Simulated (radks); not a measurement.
Ionisation of neutral ytterbium, [Xe] 4f14 6s2, to [Xe] 4f14 6s1 as the strength of local exchange is varied. Calculated with a radial shooting solver on a logarithmic mesh with Libxc functionals: Dirac Kohn-Sham, Slater X-alpha exchange (alpha = 2/3 is LDA exchange), no correlation, spin-unpolarised, spherical densities, finite nucleus; Fermi nuclear charge, rms radius 5.3108 fm.

alpha  E(Yb) (hartree)  exchange (hartree)  IE (eV)  -e of the level emptied (eV)  <r> of it (bohr)
0.66       -14055.7003           -275.7927    5.842                 3.215 (6s1/2)             3.987
0.665      -14057.7898           -277.9292    5.866                 3.236 (6s1/2)             3.982
0.667      -14058.6257           -278.7840    5.875                 3.245 (6s1/2)             3.980
0.898      -14155.5519           -378.2491    7.063                 4.336 (6s1/2)             3.744
1.03       -14211.2733           -435.7403    7.803                 5.030 (6s1/2)             3.619

NIST Atomic Spectra Database: 6.254 eV (measured). The Delta-SCF value meets it near alpha = 0.74. Spin polarisation and multiplet splitting are left out, so open shells lie too high by an amount that depends on their filling.

Beside tabulated values, note that spin-unpolarised runs miss the spin-polarisation part of the exchange energy of open shells.
